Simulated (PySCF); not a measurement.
Finite-field polarisability of He (helium, neutral)

1s2, closed-shell 1S. Calculation: PySCF 2.14, in def2-TZVPPD; the non-relativistic Hamiltonian (point nucleus). Frozen: nothing. Energy changes in a uniform field (μhartree):

```csv
axis,F (au),HF,MP2,CCSD,CCSD(T)
x,0.012,-93.127,-94.840,-96.446,-96.446
x,0.024,-372.528,-379.380,-385.807,-385.807
```

(1) Derive α along x at CCSD(T) from the two fields.

(2) And the mean polarisability at each level?

## Answers

(1) With ΔE = −αF²/2 − γF⁴/24, α = −(16 ΔE(F) − ΔE(2F))/(6F²) = 1.340 bohr³.

(2) HF 1.293, MP2 1.317, CCSD 1.340, CCSD(T) 1.340 bohr³. Reference: 1.384 bohr³ (recommended; Schwerdtfeger and Nagle, table of static dipole polarizabilities (2023 update)).
